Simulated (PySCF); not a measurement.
Cost of response and excited-state runs on `C[C@@H]1[C@@H](S)[C@]12C[C@@H]2F`, C6H9FS

Molfile (atoms numbered from 1):
```
C6H9FS
     RDKit          3D

 17 18  0  0  0  0  0  0  0  0999 V2000
   -1.3576   -1.6437    0.1839 C   0  0  0  0  0  0  0  0  0  0  0  0
   -0.9616   -0.2245    0.5034 C   0  0  2  0  0  0  0  0  0  0  0  0
   -0.6545    0.7448   -0.6156 C   0  0  1  0  0  0  0  0  0  0  0  0
   -1.1650    2.4732   -0.5376 S   0  0  0  0  0  0  0  0  0  0  0  0
    0.4312    0.2340    0.2485 C   0  0  2  0  0  0  0  0  0  0  0  0
    1.7786   -0.3751    0.0977 C   0  0  0  0  0  0  0  0  0  0  0  0
    1.5539    0.7950    1.0209 C   0  0  2  0  0  0  0  0  0  0  0  0
    1.5965    0.5701    2.3683 F   0  0  0  0  0  0  0  0  0  0  0  0
   -0.8095   -2.0061   -0.6828 H   0  0  0  0  0  0  0  0  0  0  0  0
   -1.1368   -2.2915    1.0302 H   0  0  0  0  0  0  0  0  0  0  0  0
   -2.4238   -1.7021   -0.0252 H   0  0  0  0  0  0  0  0  0  0  0  0
   -1.4537    0.1839    1.3802 H   0  0  0  0  0  0  0  0  0  0  0  0
   -0.7186    0.4019   -1.6395 H   0  0  0  0  0  0  0  0  0  0  0  0
   -0.9345    2.6269    0.7642 H   0  0  0  0  0  0  0  0  0  0  0  0
    1.9434   -1.3401    0.5548 H   0  0  0  0  0  0  0  0  0  0  0  0
    2.3409   -0.2081   -0.8092 H   0  0  0  0  0  0  0  0  0  0  0  0
    1.9642    1.7734    0.7973 H   0  0  0  0  0  0  0  0  0  0  0  0
  1  2  1  0
  2  3  1  0
  3  4  1  0
  3  5  1  0
  5  6  1  6
  6  7  1  0
  7  8  1  0
  5  2  1  0
  7  5  1  0
  1  9  1  0
  1 10  1  0
  1 11  1  0
  2 12  1  1
  3 13  1  6
  4 14  1  0
  6 15  1  0
  6 16  1  0
  7 17  1  1
M  END
```

PySCF with density fitting, on 1 thread of an Arm Neoverse V1, shared host. Command: `OMP_NUM_THREADS=1 python excited_run.py task.json out`

**Question.** How long does this run take, and how much memory?
- circular dichroism and optical rotation, B3LYP/def2-SVPD; 8 states

**Answer.** 
| run | level | basis functions | wall time | peak memory (GiB) |
| --- | --- | --- | --- | --- |
| circular dichroism and optical rotation | B3LYP/def2-SVPD | 242 | 88 s | 1 |

Times from a shared host are rough.
